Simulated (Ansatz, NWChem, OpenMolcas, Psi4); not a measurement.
**Errors in the dipole moment**

6 molecules without hydrogen; the dipole moment in D, computed less measured. Shapes, held fixed at every level: PBE0-D4/def2-TZVP. No vibrational averaging. Dipoles are compared by magnitude; molecules under 1 D, whose direction can flip, are left out. Programs: Ansatz 0.2.0, NWChem 7.3.0, OpenMolcas 26.06, Psi4 1.11. A level may come from different programs for different species; with the same settings they agree closely. Measured values: NIST CCCBDB.

Levels: A = HF/def2-SVP; B = B3LYP/6-31G* (spherical functions); C = PBE0/def2-SVP.

```
                     molecule  measured      A      B      C
       BrF (bromine fluoride)      1.42  +0.57  -0.09  +0.11
           CuF (fluorocopper)      5.77  +0.68  -1.66  -0.54
NS (Mononitrogen monosulfide)      1.81  -0.17  -0.08  +0.01
            NOF (SMILES O=NF)      1.81  -0.24  -0.70  -0.56
       SeO2 (SMILES O=[Se]=O)      2.62  +0.91  +0.08  +0.19
   AsF3 (arsenic trifluoride)      2.59  +0.40  -0.32  -0.13
```

Question: Which level does best on this set, which worst, and which err to one side?

Answer: 
```csv
level,kind,mean error,mean absolute error,worst case
HF/def2-SVP,Hartree–Fock,+0.358,0.495,SeO2
B3LYP/6-31G* (spherical functions),global hybrid,-0.462,0.488,CuF
PBE0/def2-SVP,global hybrid,-0.153,0.257,NOF
```

On this set PBE0/def2-SVP has the smallest mean absolute error and HF/def2-SVP the largest. Without SeO2 the largest would be that of B3LYP/6-31G* (spherical functions). HF/def2-SVP is too high in 4 of 6; B3LYP/6-31G* (spherical functions) is too low in 5 of 6. The levels differ in basis as well as in method. The tabulated value of NOF is in doubt (older tables, estimates, or at odds with other calculations) and kept here. Over the 5 molecules whose values aren't doubted the mean absolute errors are A 0.546; B 0.446; C 0.196. The largest two are near a tie. Spin contamination: NS (⟨S²⟩ up to 1.14). Open shells run unrestricted. Relativity is left out for As, Br, Cu, Se. The set is small.
